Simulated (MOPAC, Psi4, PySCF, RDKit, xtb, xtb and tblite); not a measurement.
Internal rotation in SMILES N#CCCC (C4H7N). Scanned: dihedral C1–C2–C3–C4; all other coordinates were relaxed at B3LYP-D3(BJ)/def2-SVP. Points at φ and −φ are mirror images.

Geometry of the scan point at 90° (Å):
```
12

C     -1.3829     0.4034    -0.0135
C     -0.2304    -0.2813     0.7173
C      0.9669    -0.6002    -0.2086
C      1.9488     0.4841    -0.2726
N      2.7136     1.3541    -0.2955
H     -2.2140     0.6261     0.6733
H     -1.7750    -0.2366    -0.8206
H     -1.0605     1.3551    -0.4671
H      0.1160     0.3294     1.5656
H     -0.5867    -1.2323     1.1459
H      1.5014    -1.4961     0.1487
H      0.6221    -0.8314    -1.2302
```

- GFN2-xTB, on its own relaxed geometries (the stored frames are those of B3LYP-D3(BJ)/def2-SVP) (xtb and tblite)
- MMFF94 // B3LYP-D3(BJ)/def2-SVP (RDKit)
- PBE0/def2-TZVP // B3LYP-D3(BJ)/def2-SVP (Psi4)
- PBE0-D3(BJ)/def2-TZVP // B3LYP-D3(BJ)/def2-SVP (Psi4)
- PBE/def2-TZVP // B3LYP-D3(BJ)/def2-SVP (Psi4)
- PBE-D3(BJ)/def2-TZVP // B3LYP-D3(BJ)/def2-SVP (Psi4)
- MP2/cc-pVTZ = Psi4 with DF-MP2 (frozen core)/cc-pVTZ // B3LYP-D3(BJ)/def2-SVP
- HF/cc-pVTZ // B3LYP-D3(BJ)/def2-SVP (Psi4)
- UFF // B3LYP-D3(BJ)/def2-SVP (RDKit)
- PM7, restricted, heats of formation // B3LYP-D3(BJ)/def2-SVP (MOPAC)
- PM3, restricted, heats of formation // B3LYP-D3(BJ)/def2-SVP (MOPAC)
- GFN1-xTB // B3LYP-D3(BJ)/def2-SVP (xtb)
- RKS-B3LYP/6-31G* = restricted B3LYP/6-31G*, spherical d // B3LYP-D3(BJ)/def2-SVP (PySCF)
- RKS-M06-2X/6-31G* = restricted M06-2X/6-31G*, spherical d // B3LYP-D3(BJ)/def2-SVP run with PySCF
- RHF/LANL2DZ = PySCF with restricted Hartree-Fock/LANL2DZ // B3LYP-D3(BJ)/def2-SVP
- RKS-BP86/6-31G* = restricted BP86/6-31G*, spherical d // B3LYP-D3(BJ)/def2-SVP (PySCF 2.14.0)

Least-squares fit of E(φ) = a0 + Σ (a_n cos nφ + b_n sin nφ), n = 1 to 4, to the 12 scan points, in kcal/mol above the lowest point of each profile (levels whose profile four harmonics don't fit are not listed):

```
method                   a0    a1    b1    a2    b2    a3    b3     a4    b4  rms of fit
---------------------  ----  ----  ----  ----  ----  ----  ----  -----  ----  ----------
GFN2-xTB               1.26  0.37  0.00  0.33  0.00  1.27  0.00   0.02  0.00        0.02
MMFF94                 2.24  0.93  0.00  0.88  0.00  2.14  0.00  -0.12  0.00        0.05
PBE0/def2-TZVP         1.68  0.31  0.00  0.27  0.00  1.70  0.00   0.03  0.00        0.02
PBE0-D3(BJ)/def2-TZVP  1.77  0.18  0.00  0.26  0.00  1.72  0.00   0.04  0.00        0.02
PBE/def2-TZVP          1.59  0.33  0.00  0.27  0.00  1.60  0.00   0.03  0.00        0.02
PBE-D3(BJ)/def2-TZVP   1.67  0.19  0.00  0.25  0.00  1.63  0.00   0.04  0.00        0.02
MP2/cc-pVTZ            1.96  0.08  0.00  0.23  0.00  1.89  0.00   0.03  0.00        0.03
HF/cc-pVTZ             2.06  0.53  0.00  0.37  0.00  1.92  0.00  -0.01  0.00        0.03
UFF                    2.84  1.27  0.00  0.77  0.00  2.29  0.00  -0.11  0.00        0.03
PM7                    1.06  0.56  0.00  0.37  0.00  0.86  0.00  -0.01  0.00        0.01
PM3                    1.40  0.85  0.00  0.51  0.00  1.02  0.00  -0.03  0.00        0.01
GFN1-xTB               1.12  0.08  0.00  0.22  0.00  1.04  0.00  -0.01  0.00        0.01
RKS-B3LYP/6-31G*       1.76  0.33  0.00  0.26  0.00  1.75  0.00   0.03  0.00        0.02
RKS-M06-2X/6-31G*      1.91  0.02  0.00  0.17  0.00  1.81  0.00   0.04  0.00        0.02
RHF/LANL2DZ            2.00  0.52  0.00  0.35  0.00  1.85  0.00  -0.02  0.00        0.02
RKS-BP86/6-31G*        1.69  0.30  0.00  0.23  0.00  1.68  0.00   0.04  0.00        0.02
```
